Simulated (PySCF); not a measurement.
Gas-phase reaction: 2 SnF3 + 5 H2 → 2 SnH3F + 4 HF

Method: PySCF energies plus ideal-gas RRHO corrections (1 bar). † marks an energy on the PBE0/def2-TZVP geometry and frequencies; other levels use their own. CCSD(T) freezes the core. Open shells (unrestricted): SnF3 (multiplicity 2); the rest are closed-shell singlets. Sn: scalar-relativistic def2 core potential, no spin-orbit coupling. SnF3, SnH3F: computed as isolated molecules; such fragments, hydroxides, amides, oligomers or adducts are transient or little studied in the gas. CCSD(T) isn't extrapolated to the basis-set limit; its ΔH°(298 K) is -37.0 kJ in def2-SVP and -45.0 kJ in def2-TZVPP. The harmonic model lacks anharmonicity and excited electronic states, which grow with temperature; levels with a mode under 35 cm⁻¹ are left out.

```
level                ΔE electronic, kJ  ΔH°(298 K), kJ  ΔS°(298 K), J/K  ΔG°(2000 K), kJ
-------------------  -----------------  --------------  ---------------  ---------------
BLYP/def2-TZVP†                     85             124              -60              298
CCSD(T)/def2-SVP†                  -76             -37              -60              138
CCSD(T)/def2-TZVPP†                -84             -45              -60              129
HF/def2-TZVP†                      -28              11              -60              185
M06-2X/def2-TZVP†                   55              93              -60              268
PBE/def2-SVP                        38              73              -68              261
PBE0/def2-QZVP†                    -54             -15              -60              159
PBE0/def2-TZVP                     -37               2              -60              176
r2SCAN/def2-TZVP†                   45              84              -60              259
ωB97X-V/def2-TZVP†                 -18              20              -60              195
```
ΔH° is lowest at CCSD(T)/def2-TZVPP† and highest at BLYP/def2-TZVP†. No reference value is set beside these.
